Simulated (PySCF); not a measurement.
## Frontier orbitals and the lowest excitations

Compound: cyclopentylmethylsulfide, C₆H₁₂S.
Atom-mapped SMILES: `[CH3:1][S:2][CH:3]1[CH2:4][CH2:5][CH2:6][CH2:7]1` (hydrogens: H8, H9, H10 on C1; H11 on C3; H12, H13 on C4; H14, H15 on C5; H16, H17 on C6; H18, H19 on C7)

Geometry (GFN2-xTB, Å), atoms numbered from 1 in this order:
```xyz
19
C6H12S angstrom
C      2.9154   -0.6861   -0.2182
S      1.8249    0.3396    0.8063
C      0.3771    0.4458   -0.3140
C     -0.3595   -0.8939   -0.4416
C     -1.8407   -0.5234   -0.4163
C     -1.8851    0.6221    0.5902
C     -0.6478    1.4502    0.2390
H      3.8562   -0.7717    0.3149
H      2.4751   -1.6696   -0.3551
H      3.0733   -0.1986   -1.1767
H      0.7755    0.7791   -1.2749
H     -0.0781   -1.4353   -1.3444
H     -0.1276   -1.5175    0.4239
H     -2.4723   -1.3634   -0.1319
H     -2.1565   -0.1687   -1.3989
H     -2.8019    1.2063    0.5276
H     -1.7951    0.2262    1.6024
H     -0.2520    1.9815    1.1036
H     -0.8908    2.1866   -0.5282
```

Method: TDDFT PBE0/def2-SVPD, vertical, gas phase, core orbitals frozen in the response (PySCF 2.14.0, density-fitted response routines).

Kohn–Sham orbitals with the atoms that hold most of them (Löwdin shares over 4%, at most four atoms; ? is withheld):

| orbital | ε (eV) | atoms |
| --- | --- | --- |
| LUMO+2 | 1.17 | S2 31%, H13 9%, H17 8%, H11 8% |
| LUMO+1 | 0.69 | S2 20%, C1 10%, H12 9%, H11 8% |
| LUMO | ? | ? |
| HOMO | -6.14 | ? |
| HOMO-1 | -8.38 | S2 47%, C3 17%, C1 8%, C4 6% |
| HOMO-2 | -9.22 | C7 18%, C6 16%, S2 11%, H19 9% |
| HOMO-3 | -9.32 | C5 18%, C4 11%, C6 10%, H15 10% |

Give the leading atoms of the HOMO.

S2 (bonded to 2 C) 70%; C1 (bonded to S and 3 H) 10%; C3 (bonded to 2 C, S and H) 8%. By element: sulfur 70%, carbon 18% or more.

Which atoms hold the LUMO, and with what shares?

S2 (bonded to 2 C) 40%; C1 (bonded to S and 3 H) 8%; C3 (bonded to 2 C, S and H) 7%; C7 (bonded to 2 C and 2 H) 6%. By element: sulfur 40%, carbon 20% or more.

What is the LUMO energy, and the HOMO–LUMO gap?

ε(LUMO) = 0.53 eV; the gap is 6.67 eV (0.2451 hartree).

How does S1 compare with the orbital gap of 6.67 eV?

S1 is at 5.20 eV (f = 0.0000), 1.47 eV below the gap, made of HOMO→LUMO (87%). Without the coupling terms of the response equations the lowest excitation would equal the gap.

One configuration dominates each of S1 and S2. Which, and how do the shares of the two leading atoms of either orbital change from the occupied to the empty one?

- S1 (5.20 eV, f 0.0000), HOMO→LUMO (87%): S2 70% → 40%, C1 10% → 8%
- S2 (5.76 eV, f 0.013), HOMO→LUMO+1 (90%): S2 70% → 20%, C1 10% → 10%

Löwdin shares depend on the basis, the more so with diffuse functions.

One conformer stands for the species.

Without π bonds the low states may be Rydberg-like; a valence basis with one diffuse set may place them up to an eV too high.
